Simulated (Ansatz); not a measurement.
The inner images of a band of BClH2 + BrH (6 atoms, charge 0, multiplicity 1) are given out of order.

Computed with Ansatz, RKS PBE0-D4/def2-TZVP.

Initial state:

```xyz
6
Properties=species:S:1:pos:R:3
B 0.008 0.317 -0.124
H 0.108 0.712 0.994
H 0.941 0.004 -0.794
Cl -1.565 0.372 -0.875
Br 0.112 -2.448 1.051
H -0.602 -2.017 2.202
```

Final state:

```xyz
6
Properties=species:S:1:pos:R:3
B -0.031 -0.658 -0.631
H -0.302 0.367 2.461
H 0.990 -0.067 -0.507
Cl -1.476 0.188 -1.062
Br -0.043 -2.535 -0.359
H -0.134 -0.356 2.552
```

Put them in order from the first end to the last, with their energies above the first end.
A.
```xyz
6
Properties=species:S:1:pos:R:3
B -0.082 -0.523 -0.084
H -0.125 0.218 1.574
H 0.969 0.000 -0.263
Cl -1.538 0.241 -0.690
Br -0.066 -2.451 0.260
H -0.156 -0.546 1.656
```
B.
```xyz
6
Properties=species:S:1:pos:R:3
B -0.038 0.257 -0.063
H -0.042 0.549 1.093
H 0.954 -0.004 -0.663
Cl -1.541 0.368 -0.933
Br -0.064 -2.595 0.996
H -0.267 -1.636 2.025
```
C.
```xyz
6
Properties=species:S:1:pos:R:3
B -0.054 -0.612 -0.400
H -0.194 0.291 2.014
H 0.970 -0.020 -0.330
Cl -1.511 0.222 -0.825
Br -0.055 -2.490 -0.104
H -0.152 -0.450 2.098
```
D.
```xyz
6
Properties=species:S:1:pos:R:3
B -0.067 0.150 0.042
H -0.089 0.422 1.212
H 0.955 -0.070 -0.520
Cl -1.558 0.290 -0.834
Br -0.093 -2.576 0.971
H -0.146 -1.277 1.584
```
E.
```xyz
6
Properties=species:S:1:pos:R:3
B -0.085 -0.165 0.112
H -0.089 0.236 1.311
H 0.984 -0.073 -0.387
Cl -1.573 0.238 -0.725
Br -0.092 -2.399 0.751
H -0.142 -0.897 1.394
```

B (+0.6 kcal/mol), D (+3.1 kcal/mol), E (+10.6 kcal/mol), A (-4.4 kcal/mol), C (-12.6 kcal/mol).

Run time: 100 s on 4 threads of Arm Neoverse V2, on a shared host, peak memory 0.31 GiB.
